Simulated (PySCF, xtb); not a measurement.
C3H2BrF, SMILES C=C=C(F)Br.

Harmonic wavenumbers (cm⁻¹) from xtb with GFN2-xTB at its own minimum, in rising order: 124, 234, 289, 365, 396, 588, 592, 884, 958, 968, 1283, 1428, 2075, 3071, 3080.

Task: What does PBE-D3(BJ)/def2-SVP (PySCF) give at its own minimum? (An estimate is asked for; the answer gives what the named calculation found.)

Result: 141, 220, 319, 426, 447, 589, 633, 879, 963, 1027, 1268, 1423, 2035, 3035, 3118. Paired by order, the mean absolute difference is 28 cm⁻¹ and the zero-point energies are 23.4 and 23.6 kcal/mol.
